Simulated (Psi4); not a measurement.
Psi4 input (wB97X-D/6-31G*):

```
memory 1500 MB

molecule {
-1 1
C    -1.33120500    1.38146200    0.33011200
Si   -0.39306000    0.10535100   -0.83581300
C    -1.17647600   -1.54691100   -0.11176400
Si    1.61590000    0.01703500    0.45294200
H    -1.34494600    1.09027900    1.38796600
H    -2.37278900    1.47591900    0.00029400
H    -0.88423300    2.37876600    0.26108600
H    -1.20369800   -1.58295100    0.98458900
H    -0.63024600   -2.42813200   -0.46425100
H    -2.20778300   -1.64693100   -0.47092800
H     1.52553300   -0.21357900    1.94960300
H     2.58353200   -1.05694800    0.02585200
H     2.46095700    1.26286700    0.37590000
symmetry c1
no_reorient
no_com
}

set {
  basis 6-31G*
  reference rks
  scf_type pk
  dft_radial_points 99
  dft_spherical_points 590
  e_convergence 1e-8
  d_convergence 1e-7
  maxiter 150
}

e = energy('wb97x-d')
print_out(f'\nFINAL {e:.10f} DIPOLE {variable("CURRENT DIPOLE")[0]:.6f} {variable("CURRENT DIPOLE")[1]:.6f} {variable("CURRENT DIPOLE")[2]:.6f}\n')
```

From the output:

```
      16A     -0.338264    17A     -0.316785    18A     -0.313641
      19A     -0.298870    20A     -0.293458    21A     -0.242245
      22A     -0.239895    23A     -0.176994    24A     -0.145899
      25A     -0.054077

    Virtual:

      26A      0.260090    27A      0.274601    28A      0.303558
      29A      0.320598    30A      0.349699    31A      0.355760
      32A      0.384540    33A      0.390372    34A      0.414207
      35A      0.414836    36A      0.423840    37A      0.436512
      38A      0.452368    39A      0.495635    40A      0.503033
      41A      0.551405    42A      0.591776    43A      0.607189
      44A      0.643941    45A      0.694753    46A      0.762757
      47A      0.782918    48A      0.808665    49A      0.851367
      50A      0.877939    51A      0.918209    52A      0.945363
      53A      0.954025    54A      0.955041    55A      0.965947
      56A      1.017649    57A      1.059696    58A      1.079973
      59A      1.083114    60A      1.154442    61A      1.154815
      62A      1.160516    63A      1.174756    64A      1.192801
      65A      1.206353    66A      1.238251    67A      1.276718
      68A      1.380059    69A      1.423937    70A      1.432086
      71A      1.550658    72A      1.572459    73A      1.951032
      74A      1.971182    75A      2.012422    76A      2.021593
      77A      2.343327    78A      2.446713    79A      2.523470
      80A      2.543863    81A      2.544064    82A      2.561000
      83A      3.173143    84A      3.339693    85A      4.460810
      86A      4.490654

    Final Occupation by Irrep:
              A
    DOCC [    25 ]
    NA   [    25 ]
    NB   [    25 ]

  @RKS Final Energy:  -660.55041682927288

   => Energetics <=

    Nuclear Repulsion Energy =            207.1255749563775623
    One-Electron Energy =               -1332.3933667549567872
    Two-Electron Energy =                 504.6167021772339467
    DFT Exchange-Correlation Energy =     -39.8938741210952941
    Empirical Dispersion Energy =          -0.0054530868322033
    VV10 Nonlocal Energy =                  0.0000000000000000
    Total Energy =                       -660.5504168292728764

Computation Completed

Properties will be evaluated at   0.000000,   0.000000,   0.000000 [a0]

Properties computed using the SCF density matrix

 Multipole Moments:

 ------------------------------------------------------------------------------------
     Multipole            Electronic (a.u.)      Nuclear  (a.u.)        Total (a.u.)
 ------------------------------------------------------------------------------------

 L = 1.  Multiply by 2.5417464519 to convert [e a0] to [Debye]
 Dipole X            :         -0.5138838            0.0000019           -0.5138819
 Dipole Y            :         -0.1616508           -0.0000000           -0.1616508
 Dipole Z            :          0.8913370            0.0000094            0.8913464
 Magnitude           :                                                    1.0414913

 ------------------------------------------------------------------------------------

FINAL -660.5504168293 DIPOLE -0.513882 -0.161651 0.891346

*** Psi4 exiting successfully. Buy a developer a beer!
```

The dipole moment of an ion depends on the origin.

The geometry given is a B3LYP-D3(BJ)/def2-TZVP minimum.
